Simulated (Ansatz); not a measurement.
`F[SiH](S)I` + H₂ → `F[SiH2]I` + H₂S at 400 K and 1 bar (hydrogenolysis of the Si–S bond).

Calculated with Ansatz (gas phase, PBE0-D4/def2-TZVP geometries, no zero-point term in ΔE). CBS: MP2 limit from def2 TZ/QZ plus the TZ coupled-cluster correction, frozen cores. This one scheme is used for every species. def2 core potentials past Kr. For I outer-core shells are correlated without core-valence functions, which leaves a few kJ/mol of doubt a bond. Each species was taken in one conformer, which may not be the lowest.

```tsv
species	CCSD(T)/CBS energy (Eh)	H − E (kJ/mol)	S (J/(mol·K))
`F[SiH](S)I`	-1085.42501	86.7	371.5
H₂	-1.17544	38.0	139.0
`F[SiH2]I`	-687.61044	74.8	320.4
H₂S	-398.97279	53.4	215.9
```

H − E and S are ideal-gas, rigid-rotor, harmonic terms from PBE0-D4/def2-TZVP, for one conformer and one mirror image of each species. The MP2-based limit puts H₂ 0.8 mEh under its directly extrapolated value; such offsets cancel only in part. 1 Eh = 2625.50 kJ/mol, R = 8.31446 J/(mol·K).

**Question.** By hand: ΔE, ΔH, ΔS and ΔG.

**Answer.** ΔE = (-687.61044) + (-398.97279) − (-1085.42501) − (-1.17544) = 0.01722 Eh = 45.2 kJ/mol. Δ(H − E) = 74.8 + 53.4 − 86.7 − 38.0 = 3.5, so ΔH = 48.7 kJ/mol. ΔS = 320.4 + 215.9 − 371.5 − 139.0 = 25.8 J/(mol·K). ΔG = 48.7 − 400 × (25.8)/1000 = 38.4 kJ/mol.

**Question.** By hand: the equilibrium constant, and the temperature at which ΔG would vanish if ΔH and ΔS stayed fixed.

**Answer.** log₁₀ K = −ΔG/(RT ln 10) = -5.0. ΔG = 0 at ΔH/ΔS = 1888 K.

ΔH outweighs TΔS. A doubt of 5 kJ/mol in ΔE shifts log₁₀ K by 0.7 here. Other conformers and mirror images would add mixing entropy, several J/(mol·K) or more a flexible species. These are equilibria of isolated gas molecules and say nothing of rates. Largest T1 diagnostic: 0.010 (customary marks: 0.02 for closed shells, 0.045 for open ones).
